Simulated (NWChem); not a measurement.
System: InBr3; SMILES [Br][In]([Br])[Br]

Here is an NWChem input.

```
start job
memory heap 200 mb stack 900 mb global 1100 mb
geometry units angstroms noautosym nocenter noautoz
  In     0.000000     0.000000     0.000000
  Br    -1.739217    -1.739217     0.000000
  Br    -0.636597     2.375814     0.000000
  Br     2.375814    -0.636597     0.000000
end
basis spherical
  * library def2-svp
end
ecp
  In library def2-ecp
end
dft
  xc xwpbe 1.00 cpbe96 1.0 hfexch 1.00
  cam 0.2 cam_alpha 0.0 cam_beta 1.0
  iterations 150
  vectors input atomic output neutral.movecs
end
task dft energy
charge 1
dft
  odft
  mult 2
  vectors input atomic output cation.movecs
end
task dft energy
```

NWChem printed, in part:

```
             Northwest Computational Chemistry Package (NWChem) 7.3.0
             --------------------------------------------------------

                             Geometry "geometry" -> ""
                             -------------------------

 Output coordinates in angstroms (scale by  1.889725989 to convert to a.u.)

  No.       Tag          Charge          X              Y              Z
 ---- ---------------- ---------- -------------- -------------- --------------
    1 In                  49.0000     0.00000000     0.00000000     0.00000000
    2 Br                  35.0000    -1.73921700    -1.73921700     0.00000000
    3 Br                  35.0000    -0.63659700     2.37581400     0.00000000
    4 Br                  35.0000     2.37581400    -0.63659700     0.00000000

 Effective nuclear repulsion energy (a.u.)    1563.4119693801

 Summary of "ao basis" -> "ao basis" (spherical)
 ------------------------------------------------------------------------------
       Tag                 Description            Shells   Functions and Types
 ---------------- ------------------------------  ------  ---------------------
 In                         def2-svp                10       26   4s4p2d
 Br                         def2-svp                12       32   5s4p3d

            General Information
            -------------------
          SCF calculation type: DFT
          Wavefunction type:  closed shell.
          No. of atoms     :     4
          No. of electrons :   126
           Alpha electrons :    63
            Beta electrons :    63
          Charge           :     0
          Spin multiplicity:     1
          Use of symmetry is: off; symmetry adaption is: off
          Maximum number of iterations: 150
          AO basis - number of functions:   122
                     number of shells:    46
          Convergence on energy requested:  1.00D-06
          Convergence on density requested:  1.00D-05
          Convergence on gradient requested:  5.00D-04

              XC Information
              --------------
                     Hartree-Fock (Exact) Exchange  1.000
                     LC-wPBE(h)Exchange Functional  1.000
            Perdew 1991 LDA Correlation Functional  1.000 local
           PerdewBurkeErnz. Correlation Functional  1.000 non-local

           Range-Separation Parameters
           ---------------------------
           Alpha           :  0.00
           Beta            :  1.00
           Gamma           :  0.20
           Short-Range HF  :     F

             Grid Information
             ----------------
          Grid used for XC integration:  medium
          Radial quadrature: Mura-Knowles
          Angular quadrature: Lebedev.
          Tag              B.-S. Rad. Rad. Pts. Rad. Cut. Ang. Pts.
          ---              ---------- --------- --------- ---------
          In                  1.55      123           8.0       590
          Br                  1.15      112          11.0       590
          Grid pruning is: on
          Number of quadrature shells:   459
          Spatial weights used:  Erf1

      Superposition of Atomic Density Guess
      -------------------------------------

 Sum of atomic energies:       -7934.30772746

      Non-variational initial energy
      ------------------------------

 Total energy =   -7905.920947
 1-e energy   =  -12940.123936
 2-e energy   =    4103.319103
 HOMO         =      -0.396500
 LUMO         =      -0.077765

   convergence    iter        energy       DeltaE   RMS-Dens  Diis-err
 ---------------- ----- ----------------- --------- --------- ---------
 d= 0,ls=0.0,diis     1  -7910.6386161108 -8.84D+03  1.21D-02  8.39D-01
 d= 0,ls=0.0,diis     2  -7910.6707392221 -3.21D-02  5.52D-03  5.56D-01
 d= 0,ls=0.0,diis     3  -7910.7259976619 -5.53D-02  9.91D-04  1.40D-02
 d= 0,ls=0.0,diis     4  -7910.7275419330 -1.54D-03  1.21D-04  2.03D-04
 d= 0,ls=0.0,diis     5  -7910.7275665340 -2.46D-05  3.03D-05  8.07D-06
  Resetting Diis
 d= 0,ls=0.0,diis     6  -7910.7275679564 -1.42D-06  6.36D-06  1.51D-07
 d= 0,ls=0.0,diis     7  -7910.7275680257 -6.93D-08  2.74D-06  2.03D-08

         Total DFT energy =    -7910.727568025683
      One electron energy =   -12938.837483241583
           Coulomb energy =     4386.898161136018
    Exchange-Corr. energy =     -289.672132141407
 Nuclear repulsion energy =      930.883886221289

 Numeric. integr. density =      126.000000014377

                       DFT Final Molecular Orbital Analysis
                       ------------------------------------

 Vector   61  Occ=2.000000D+00  E=-3.716452D-01
              MO Center=  5.7D-01,  5.9D-01, -6.2D-08, r^2= 6.6D+00
   Bfn.  Coefficient  Atom+Function         Bfn.  Coefficient  Atom+Function
  ----- ------------  ---------------      ----- ------------  ---------------
    73      0.339190  3 Br px               106      0.335545  4 Br py
    70      0.314661  3 Br px               103      0.311219  4 Br py
    67     -0.207625  3 Br px               100     -0.205353  4 Br py
   105      0.186144  4 Br px                74      0.184717  3 Br py
   102      0.179947  4 Br px                71      0.178458  3 Br py

 Vector   62  Occ=2.000000D+00  E=-3.716452D-01
              MO Center= -5.7D-01, -5.9D-01,  8.8D-09, r^2= 6.6D+00
   Bfn.  Coefficient  Atom+Function         Bfn.  Coefficient  Atom+Function
  ----- ------------  ---------------      ----- ------------  ---------------
    42     -0.306208  2 Br py                41      0.304313  2 Br px
    39     -0.285629  2 Br py                38      0.283728  2 Br px
   106     -0.252109  4 Br py                73      0.247183  3 Br px
   103     -0.238011  4 Br py                70      0.233442  3 Br px
    36      0.188495  2 Br py                35     -0.187238  2 Br px

 Vector   63  Occ=2.000000D+00  E=-3.648793D-01
              MO Center=  5.2D-06,  4.6D-06,  1.2D-09, r^2= 7.4D+00
   Bfn.  Coefficient  Atom+Function         Bfn.  Coefficient  Atom+Function
  ----- ------------  ---------------      ----- ------------  ---------------
    73      0.343717  3 Br px               106     -0.343717  4 Br py
    70      0.306394  3 Br px               103     -0.306394  4 Br py
    41     -0.251617  2 Br px                42      0.251617  2 Br py
    38     -0.224295  2 Br px                39      0.224295  2 Br py
    67     -0.203137  3 Br px               100      0.203137  4 Br py

 Vector   64  Occ=0.000000D+00  E=-6.090075D-02
              MO Center= -5.8D-07, -6.4D-07,  1.3D-08, r^2= 5.6D+00
   Bfn.  Coefficient  Atom+Function         Bfn.  Coefficient  Atom+Function
  ----- ------------  ---------------      ----- ------------  ---------------
     3      0.743717  1 In s                  4      0.599725  1 In s
     1     -0.389296  1 In s                 74      0.379790  3 Br py
   105      0.379790  4 Br px                41     -0.278025  2 Br px
    42     -0.278026  2 Br py                71      0.245422  3 Br py
   102      0.245422  4 Br px                38     -0.179662  2 Br px

 Vector   65  Occ=0.000000D+00  E=-1.550947D-02
              MO Center= -3.4D-07, -3.4D-07, -1.6D-08, r^2= 4.6D+00
   Bfn.  Coefficient  Atom+Function         Bfn.  Coefficient  Atom+Function
  ----- ------------  ---------------      ----- ------------  ---------------
    13      0.650602  1 In pz                16      0.518521  1 In pz
    43     -0.230010  2 Br pz                75     -0.230010  3 Br pz
   107     -0.230010  4 Br pz                10     -0.162897  1 In pz
     7     -0.150026  1 In pz                40     -0.146479  2 Br pz
    72     -0.146479  3 Br pz               104     -0.146479  4 Br pz

 Vector   66  Occ=0.000000D+00  E= 8.522333D-02
              MO Center= -2.0D-01, -2.0D-01, -8.9D-10, r^2= 6.7D+00
   Bfn.  Coefficient  Atom+Function         Bfn.  Coefficient  Atom+Function
  ----- ------------  ---------------      ----- ------------  ---------------
    14      0.791438  1 In px                15     -0.786896  1 In py
    63      0.433885  3 Br s                 95     -0.435329  4 Br s
    74     -0.365355  3 Br py               105      0.366063  4 Br px
    11      0.361640  1 In px                12     -0.359565  1 In py
    62      0.216935  3 Br s                 94     -0.217657  4 Br s

     Multipole analysis of the density
     ---------------------------------

     L   x y z        total         alpha         beta         nuclear
     -   - - -        -----         -----         ----         -------
     0   0 0 0     -0.000000    -63.000000    -63.000000    126.000000

     1   1 0 0      0.000001      0.000000      0.000000      0.000000
     1   0 1 0      0.000000      0.000000      0.000000      0.000000
     1   0 0 1     -0.000000     -0.000000     -0.000000      0.000000

     2   2 0 0    -60.146937   -597.179602   -597.179602   1134.212266
     2   1 1 0     -0.000004     -0.000230     -0.000230      0.000455
     2   1 0 1      0.000000      0.000000      0.000000      0.000000
     2   0 2 0    -60.146938   -597.179602   -597.179602   1134.212266
     2   0 1 1     -0.000000     -0.000000     -0.000000      0.000000
     2   0 0 2    -55.660062    -27.830031    -27.830031      0.000000

                                 NWChem DFT Module
                                 -----------------

            General Information
            -------------------
          SCF calculation type: DFT
          Wavefunction type:  spin polarized.
          No. of atoms     :     4
          No. of electrons :   125
           Alpha electrons :    63
            Beta electrons :    62
          Charge           :     1
          Spin multiplicity:     2
          Use of symmetry is: off; symmetry adaption is: off
          Maximum number of iterations: 150
          This is a Direct SCF calculation.
          AO basis - number of functions:   122
                     number of shells:    46
          Convergence on energy requested:  1.00D-06
          Convergence on density requested:  1.00D-05
          Convergence on gradient requested:  5.00D-04

              XC Information
              --------------
                     Hartree-Fock (Exact) Exchange  1.000
                     LC-wPBE(h)Exchange Functional  1.000
            Perdew 1991 LDA Correlation Functional  1.000 local
           PerdewBurkeErnz. Correlation Functional  1.000 non-local

           Range-Separation Parameters
           ---------------------------
           Alpha           :  0.00
           Beta            :  1.00
           Gamma           :  0.20
           Short-Range HF  :     F

             Grid Information
             ----------------
          Grid used for XC integration:  medium
          Radial quadrature: Mura-Knowles
          Angular quadrature: Lebedev.
          Tag              B.-S. Rad. Rad. Pts. Rad. Cut. Ang. Pts.
          ---              ---------- --------- --------- ---------
          In                  1.55      123           8.0       590
          Br                  1.15      112          11.0       590
          Grid pruning is: on
          Number of quadrature shells:   459
          Spatial weights used:  Erf1

      Superposition of Atomic Density Guess
      -------------------------------------

 Sum of atomic energies:       -7934.30772746

 Renormalizing density from     126.00 to    125

      Non-variational initial energy
      ------------------------------

 Total energy =   -7868.095139
 1-e energy   =  -12837.424540
 2-e energy   =    4038.445514
 HOMO         =      -0.649978
 LUMO         =      -0.328958

   convergence    iter        energy       DeltaE   RMS-Dens  Diis-err
 ---------------- ----- ----------------- --------- --------- ---------
 d= 0,ls=0.0,diis     1  -7910.0994777032 -8.84D+03  7.68D-03  1.43D+00
                                                     7.78D-03  1.43D+00
 d= 0,ls=0.0,diis     2  -7910.1653701570 -6.59D-02  4.23D-03  9.95D-01
                                                     4.18D-03  9.90D-01
 d= 0,ls=0.0,diis     3  -7910.3368864619 -1.72D-01  7.34D-04  4.60D-03
                                                     7.75D-04  4.83D-03
 d= 0,ls=0.0,diis     4  -7910.3388165832 -1.93D-03  2.24D-04  6.89D-04
                                                     2.02D-04  5.93D-04
 d= 0,ls=0.0,diis     5  -7910.3391949434 -3.78D-04  2.63D-05  7.30D-06
                                                     3.66D-05  1.09D-05
  Resetting Diis
 d= 0,ls=0.0,diis     6  -7910.3392028057 -7.86D-06  1.13D-05  8.84D-07
                                                     9.69D-06  4.45D-07
 d= 0,ls=0.0,diis     7  -7910.3392036786 -8.73D-07  3.44D-06  3.85D-08
                                                     3.16D-06  3.89D-08

         Total DFT energy =    -7910.339203678648
      One electron energy =   -12912.713141442446
           Coulomb energy =     4360.813011161887
    Exchange-Corr. energy =     -289.322959619378
 Nuclear repulsion energy =      930.883886221289

 Numeric. integr. density =      125.000000020282

                    DFT Final Alpha Molecular Orbital Analysis
                    ------------------------------------------

 Vector   61  Occ=1.000000D+00  E=-5.792503D-01
              MO Center= -1.9D-04, -2.1D-04,  1.4D-09, r^2= 7.3D+00
   Bfn.  Coefficient  Atom+Function         Bfn.  Coefficient  Atom+Function
  ----- ------------  ---------------      ----- ------------  ---------------
    73      0.327405  3 Br px               106     -0.327408  4 Br py
    70      0.324352  3 Br px               103     -0.324355  4 Br py
    41     -0.239723  2 Br px                42      0.239722  2 Br py
    38     -0.237490  2 Br px                39      0.237488  2 Br py
    67     -0.209506  3 Br px               100      0.209508  4 Br py

 Vector   62  Occ=1.000000D+00  E=-5.673626D-01
              MO Center=  7.9D-01,  9.0D-01, -9.6D-09, r^2= 5.8D+00
   Bfn.  Coefficient  Atom+Function         Bfn.  Coefficient  Atom+Function
  ----- ------------  ---------------      ----- ------------  ---------------
    75      0.417144  3 Br pz                72      0.407050  3 Br pz
   107     -0.401296  4 Br pz               104     -0.391585  4 Br pz
    69     -0.264482  3 Br pz               101      0.254434  4 Br pz
    66      0.085907  3 Br pz                98     -0.082644  4 Br pz
    18     -0.066565  1 In d -1              20     -0.062245  1 In d  1

 Vector   63  Occ=1.000000D+00  E=-5.673623D-01
              MO Center= -7.9D-01, -9.0D-01, -1.6D-08, r^2= 5.8D+00
   Bfn.  Coefficient  Atom+Function         Bfn.  Coefficient  Atom+Function
  ----- ------------  ---------------      ----- ------------  ---------------
    43      0.472530  2 Br pz                40      0.461096  2 Br pz
    37     -0.299598  2 Br pz               107     -0.249985  4 Br pz
   104     -0.243936  4 Br pz                75     -0.222535  3 Br pz
    72     -0.217149  3 Br pz               101      0.158498  4 Br pz
    69      0.141093  3 Br pz                34      0.097314  2 Br pz

 Vector   64  Occ=0.000000D+00  E=-2.518489D-01
              MO Center= -6.6D-07, -5.9D-07,  2.7D-08, r^2= 5.4D+00
   Bfn.  Coefficient  Atom+Function         Bfn.  Coefficient  Atom+Function
  ----- ------------  ---------------      ----- ------------  ---------------
     3      0.818109  1 In s                  4      0.510314  1 In s
     1     -0.407139  1 In s                 74      0.358298  3 Br py
   105      0.358298  4 Br px                41     -0.262292  2 Br px
    42     -0.262292  2 Br py                71      0.260166  3 Br py
   102      0.260166  4 Br px                38     -0.190455  2 Br px

[...]
```

Level: LC-wPBE (HJS exchange hole, range parameter 0.2 per bohr)/def2-SVP with def2 effective core potentials on In, vertical spin-unrestricted ions. Structure relaxed at the PBE0/def2-SVP level. Not confirmed as a minimum by frequencies. def2 effective core potentials on In; no spin-orbit coupling.
